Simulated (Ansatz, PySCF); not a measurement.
Bond stretch in LiNa, singlet.

- UKS-BP86/6-31G* = unrestricted BP86/6-31G*, spherical d (PySCF)
- UCCSD = Ansatz (a first-principles code) with CCSD on UHF/def2-SVP, frozen core
- RCCSD(T) = Ansatz with CCSD(T) on RHF/def2-SVP, frozen core

Total energies in hartree (comparable only within one method and basis):

| R / Å | UKS-BP86/6-31G* | UCCSD | RCCSD(T) |
|---|---|---|---|
| 2.34 | -169.76785 | -169.23177 | -169.23178 |
| 2.49 | -169.77326 | -169.23812 | -169.23813 |
| 2.62 | -169.77625 | -169.24186 | -169.24186 |
| 2.76 | -169.77806 | -169.24436 | -169.24437 |
| 2.82 | -169.77847 | -169.24503 | -169.24505 |
| 2.93 | -169.77873 | -169.24573 | -169.24575 |
| 3.04 | -169.77846 | -169.24585 | -169.24586 |
| 3.09 | -169.77820 | -169.24573 | -169.24575 |
| 3.28 | -169.77657 | -169.24457 | -169.24460 |
| 3.34 | -169.77589 | -169.24401 | -169.24404 |
| 3.57 | -169.77280 | -169.24128 | -169.24132 |
| 3.90 | -169.76792 | -169.23658 | -169.23661 |
| 4.40 | -169.76135 | -169.22968 | -169.22970 |
| 4.89 | -169.75671 | -169.22458 | -169.22459 |
| 5.28 | -169.75424 | -169.22188 | -169.22188 |
| 5.83 | -169.75209 | -169.21966 | -169.21966 |
| 6.32 | -169.75103 | -169.21867 | -169.21868 |
| 7.20 | -169.75019 | -169.21799 | -169.21798 |
| 7.89 | -169.74997 | -169.21783 | -169.21781 |
| 8.81 | -169.74986 | -169.21776 | -169.21772 |

The unrestricted determinant behind UKS-BP86/6-31G* is spin-contaminated at 3.90 to 8.81 Å (<S²> up to 1.0, against 0.00 for a pure singlet). The unrestricted determinant behind UCCSD is spin-contaminated at 2.34 to 8.81 Å (<S²> up to 1.0, against 0.00 for a pure singlet). With two correlated electrons CCSD is exact in the basis where it finds the lowest root (UCCSD, RCCSD(T)).
